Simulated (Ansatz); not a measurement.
`C[SiH](N)O` → C• + 7 H• + N• + O• + Si•  (atomization)

Program: Ansatz. Geometries: PBE0-D4/def2-TZVP. ΔE: electronic, gas phase. CCSD(T)/CBS adds triple-zeta CCSD(T) − MP2 to the extrapolated MP2 energy (def2 sets, frozen cores). This one scheme is used for every species, atoms too. DFT in def2-TZVPP. B3LYP here is the variant with VWN-RPA as its local correlation; programs differ in this. No spin–orbit coupling; open shells (•) take unrestricted orbitals. Spin–orbit coupling would lower the free atoms: a little for C, O, Si. One conformer a species, not always the lowest.

`C[SiH](N)O`:

Z-matrix (Å, degrees):
```
C
Si 1 1.862
H 1 1.092 2 110.2
H 1 1.094 2 111.2 3 119.4
H 1 1.093 2 111.4 3 -119.9
N 2 1.716 1 106.8 3 175.6
O 2 1.649 1 113.3 3 54.6
H 2 1.487 1 110.5 3 -59.5
H 6 1.006 2 120.4 1 21.4
H 6 1.007 2 121.6 1 170.4
H 7 0.959 2 115.6 1 73.3
```

```csv
level,ΔE (kJ/mol),difference from CCSD(T)/CBS
r2SCAN-D4,4038.4,-21.9
B97M-V,4047.5,-12.8
r2SCANh-D4,4015.9,-44.4
BHLYP-D4,3943.5,-116.8
ωB97M-V,4064.2,3.9
r2SCAN,4033.8,-26.5
PBE0,4004.8,-55.5
B3LYP,4019.3,-41.0
CAM-B3LYP,4056.7,-3.6
HF/def2-SVP,2897.0,-1163.3
HF/def2-TZVPP,2930.7,-1129.6
MP2/def2-TZVPP,3988.5,-71.8
MP2/def2-QZVPP,4058.6,-1.7
SCS-MP2/def2-QZVPP,4074.4,14.1
MP2/CBS(def2),4105.5,45.2
CCSD/CBS(def2),4011.0,-49.3
CCSD(T)/CBS,4060.3,0
```

Largest T1 diagnostic among the species: 0.012.

Leaving LDA and LC-ωPBE aside and taking each functional with its dispersion term where it has one, the values, not all of them listed here, spread over 139.1 kJ/mol, from BHLYP-D4 to PBE-D4. LDA lies +513.3 kJ/mol from PBE without D4, its usual overbinding. The D4 term adds +30.3 kJ/mol with B3LYP and +15.8 kJ/mol with PBE0; it sums over pairs of atoms, weighted by their polarisabilities, and B3LYP, whose exchange is more repulsive, gets the larger term. From PBE to PBE0 (25 % exact exchange), in def2-TZVPP and without D4, ΔE moves by −58.9 kJ/mol: exact exchange takes away binding that semilocal exchange gives to molecules.

For atomizations the MP2-based limit and the directly extrapolated one differ by several kJ/mol either way, and by 10 to 25 for some Ge, Se and Sn compounds, so smaller differences from it don't rank the levels.
